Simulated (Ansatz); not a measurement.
Cost and result for the atomization energy of `[CH3][Ge]1([OH])[CH2][NH]1` (12 atoms, 12 bonds).

```tsv
atom	x (Å)	y (Å)	z (Å)
C1	0.725	1.617	-0.624
Ge2	-0.243	0.206	0.264
O3	-1.070	0.894	1.672
C4	-0.664	-1.516	-0.445
N5	0.427	-1.486	0.591
H6	0.035	2.406	-0.921
H7	1.468	2.034	0.057
H8	1.222	1.221	-1.509
H9	-1.305	0.201	2.296
H10	-1.547	-2.074	-0.143
H11	-0.375	-1.726	-1.475
H12	1.328	-1.776	0.236
```

The species carries charge 0 and has multiplicity 1. Correlated methods include outer-core shells of Ge, which these sets cover unevenly. Scalar relativity is left out up to krypton. All single points use the PBE0-D4/def2-TZVP geometry. It is one conformer, not always the lowest. Program: Ansatz. All runs use 4 threads of an Arm Neoverse V1 on a shared host. Times are those of one run each, without the atoms' runs, and a repeat can differ threefold. Electronic energies, without spin–orbit coupling; frozen cores. CCSD(T)/CBS adds CCSD(T) − MP2 in def2-TZVPP to the MP2 limit, and its time is that of the two runs behind it. T1 = 0.012. With those shells the extrapolation isn't a true limit. B3LYP takes the VWN-RPA correlation (the form of Gaussian; ORCA's B3LYP/G).

CCSD(T)/CBS is a level of theory with its own doubt, some kJ/mol a heavy atom from the limit and from the frozen cores, so smaller differences don't rank the functionals.

```json
{"level": "PBE-D4/def2-TZVPP (with forces)", "functions": "270", "wall time": "3.1 s", "atomization (kJ/mol)": "4424.4", "difference from CCSD(T)/CBS": "82.7", "per bond": "6.9"}
{"level": "PBE0-D4/def2-TZVPP", "functions": "270", "wall time": "4.1 s", "atomization (kJ/mol)": "4326.5", "difference from CCSD(T)/CBS": "-15.2", "per bond": "-1.3"}
{"level": "r2SCAN-D4/def2-TZVPP (with forces)", "functions": "270", "wall time": "6.5 s", "atomization (kJ/mol)": "4328.8", "difference from CCSD(T)/CBS": "-12.9", "per bond": "-1.1"}
{"level": "B3LYP-D4/def2-TZVPP (with forces)", "functions": "270", "wall time": "6.5 s", "atomization (kJ/mol)": "4311.1", "difference from CCSD(T)/CBS": "-30.6", "per bond": "-2.5"}
{"level": "B2PLYP/def2-TZVPP", "functions": "270", "wall time": "7.5 s", "atomization (kJ/mol)": "4276.6", "difference from CCSD(T)/CBS": "-65.1", "per bond": "-5.4"}
{"level": "ωB97X-V/def2-TZVPP", "functions": "270", "wall time": "10 s", "atomization (kJ/mol)": "4340.9", "difference from CCSD(T)/CBS": "-0.8", "per bond": "-0.1"}
{"level": "ωB97M-V/def2-TZVPP (with forces)", "functions": "270", "wall time": "15 s", "atomization (kJ/mol)": "4327.0", "difference from CCSD(T)/CBS": "-14.7", "per bond": "-1.2"}
{"level": "MP2/def2-QZVPP", "functions": "527", "wall time": "37 s", "atomization (kJ/mol)": "4366.4", "difference from CCSD(T)/CBS": "24.7", "per bond": "2.1"}
{"level": "CCSD(T)/def2-TZVPP", "functions": "270", "wall time": "6.7 min", "atomization (kJ/mol)": "4224.0", "difference from CCSD(T)/CBS": "-117.7", "per bond": "-9.8"}
{"level": "CCSD(T)/CBS(def2)", "functions": "–", "wall time": "7.3 min", "atomization (kJ/mol)": "4341.7", "difference from CCSD(T)/CBS": "0.0", "per bond": "0.0"}
```

From PBE to PBE0 (25 % exact exchange), in def2-TZVPP and without D4, the atomization energy moves by −94.3 kJ/mol: exact exchange takes away binding that semilocal exchange gives to molecules. The D4 term adds +36.8 kJ/mol with B3LYP and +19.4 kJ/mol with PBE0; it sums over pairs of atoms, weighted by their polarisabilities, and B3LYP, whose exchange is more repulsive, gets the larger term. In def2-TZVPP, CCSD(T) changes the Hartree–Fock value by +1253.2 kJ/mol (the triples alone add +76.5 kJ/mol) and MP2 by +1326.3 kJ/mol; breaking electron pairs costs correlation energy, which Hartree–Fock lacks.
